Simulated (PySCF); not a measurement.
# Ionisation energy of Tl(65+) by level of theory

Tl(65+) [Ne] 3s2 3p4 (3P) → Tl(66+) [Ne] 3s2 3p3 (4S), as a difference of total energies. Calculation: PySCF 2.14, in an uncontracted even-tempered set (17 s from 18 bohr⁻², ratio 2.5; 12 p from 24 bohr⁻², ratio 2.5; 4 d from 97 bohr⁻², ratio 2.7; 4 f from 150 bohr⁻², ratio 2.7); scalar relativity by spin-free X2C-1e. Correlated levels: outer shells: 1s2 frozen; virtual orbitals above 40 to 60 times the deepest correlated orbital energy dropped. The calculations carry no spin-orbit coupling.

```csv
method,ionisation energy (eV)
UHF,7580.8
LDA,7583.3
PBE,7585.2
PBE0,7584.6
r2SCAN,7584.3
M06-2X,7585.8
revPBE,7585.0
MP2 (outer shells),7582.1
SCS-MP2 (outer shells),7582.1
```

Spin-orbit coupling is strong in these open shells (close to jj coupling). The scalar numbers leave it out and a first-order estimate fails, so it can dominate the gap to the real levels.

The ground level that NIST lists for one species does not belong to the high-spin term computed here, so part of any gap is the choice of state.

Breit and QED terms and the two-electron picture change are absent.

For comparison: 7430 ± 30 eV (theoretical estimate listed by NIST; NIST Atomic Spectra Database, ionization energies).
